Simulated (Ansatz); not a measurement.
Ansatz (a program for electronic structure) input (BLYP/6-31G*):

Ansatz 0.2 input:
```yaml
crystal:
  periodic: [false, false, false]
  atoms:
    - {symbol: Si, position_ang: [0.80197483, -0.19760247, 0.60595417]}
    - {symbol: H, position_ang: [2.06331240, -0.51011346, -0.15628702]}
    - {symbol: Cl, position_ang: [-0.78182117, 0.19273812, -0.48982772]}
basis:
  gaussian:
    orbitals: 6-31G*
hamiltonian:
  xc: {name: BLYP}
total_charge: 1
magnetization: {spin_polarized: true, initial_magnetization: 1}
output: {forces: true}
```

From the last part of the output:

```
WARN ansatz: RAYON_NUM_THREADS=1 ignored (pool sized by the plan → 1); use --threads N
Functional definition: BLYP
integrals: 0.01 GiB planned
473 factors; their error is unknown
mean field: 0.09 GiB planned
mean field evaluation 1: about -20401.7237 eV, gradient 2.6e1 eV
mean field evaluation 2: about -20354.0302 eV, gradient 8.1e1 eV
mean field evaluation 4: about -20406.0034 eV, gradient 4.7e0 eV
mean field evaluation 8: about -20406.1035 eV, gradient 9.7e-2 eV
mean field evaluation 16: about -20406.1036 eV, gradient 3.9e-5 eV
mean field -20406.10360867 eV, -749.9104758648 hartree, gradient 3.9e-5 eV, S^2 0.752956; 0 other end points of the search recorded, 0 dependent functions left out
the calculation of the forces begins
reference -20406.10385211 eV, -749.9104848111 hartree; 16, 15 occupied and 24, 25 virtual orbitals, 473 factors
Total energy: -20406.10385211 eV, -749.9104848111 hartree
Atom 0 at     0.801975    -0.197602     0.605954 Å, force     0.432976    -0.106340     0.669036 eV/Å
Atom 1 at     2.063312    -0.510113    -0.156287 Å, force     0.230677    -0.057192    -0.178632 eV/Å
Atom 2 at    -0.781821     0.192738    -0.489828 Å, force    -0.663654     0.163532    -0.490404 eV/Å
Dipole moment:     0.652803    -0.160988     0.353482 e Å
```

The dipole moment of an ion depends on the origin.
